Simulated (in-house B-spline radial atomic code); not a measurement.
Results of a calculation; reference values are marked as such.
N in an electron gas of r_s = 2.2: phase shifts, screening, friction and resistivity

A nucleus sits in a uniform electron gas with a rigid positive background. The Kohn-Sham equations are solved self-consistently in the spin-unpolarised LDA (PW92), non-relativistic, on B-splines with outgoing waves at the boundary and partial waves to l = 8. The model has no lattice, no bands and no magnetic solution. Atomic units; δ_l are the phase shifts at the Fermi level, counted so that each bound state adds π, and good to about 0.0005.

The density parameter is r_s = 2.2 bohr, near that of the valence electrons of Ga (3 per atom, density 5.91 g/cm³, mass 69.72 u, which gives r_s = 2.19).

```
l  δ_l (rad)
0     4.6604
1     1.9853
2     0.0532
3     0.0129
4     0.0023
5     0.0006
6     0.0002
7     0.0002
8     0.0002
```

Bound levels below the band bottom (hartree): s -13.32, s -0.2037.

**Question.** Check the Friedel sum rule, and say where the screening charge sits.

**Answer.** k_F = (9π/4)^(1/3)/r_s = 0.87234. The rule is Z = (2/π) Σ (2l + 1) δ_l. The terms are s 2.967, p 3.792, d 0.169, f 0.057 and 0.023 beyond, in all 7.008 against Z = 7. Bound states hold 4 s, 0 p, 0 d electrons, so the scattering states carry 3.01 in all; where a term is smaller than its bound count, the bound level has drawn weight out of the band.

**Question.** Find the transport cross section and the electronic stopping of a 1 keV N ion (mass 14.01 u).

**Answer.** σ_tr = (4π/k_F²) Σ (l + 1) sin²(δ_l − δ_(l+1)). The terms for l = 0 to 3 are 0.2023, 1.7501, 0.0049, 0.0004, all together 1.9577, so σ_tr = 16.513 × 1.9577 = 32.328 bohr². With n = 3/(4π r_s³) = 0.02242, the friction coefficient is Q = n k_F σ_tr = 0.6323. For v well below v_F = 0.872, dE/dx = Q v; with 24801 eV per u at v = 1, v = √(1000/(24801 × 14.01)) = 0.0536, so dE/dx = 0.03392 hartree/bohr = 17.4 eV/nm. The largest term couples the p and d waves.

**Question.** What residual resistivity would 1 atomic per cent of such centres give in Ga?

**Answer.** Δρ = k_F n_i σ_tr/n in atomic units of 21.74 μΩ·cm. With one host atom per 3 electrons, n_i/n = 0.01/3, so Δρ = 0.8723 × 0.00333 × 32.328 × 21.74 = 2.04 μΩ·cm. This is an atom added to the gas, as on an interstitial site.

**Question.** On a substitutional site the background of one host ion, a sphere holding 3 charges, is taken out. The phase shifts for l = 0 to 4 become 4.2954, 1.2838, -0.2383, -0.0706, -0.0153. What follows?

**Answer.** The Friedel sum is now 4.00, for Z − 3 = 4. The sum in σ_tr is 2.1087, so σ_tr = 34.82 bohr² and Δρ = 2.20 μΩ·cm per atomic per cent, 1.08 times the value above. A real host ion scatters too, so this model doesn't give zero even for the host's own atom.
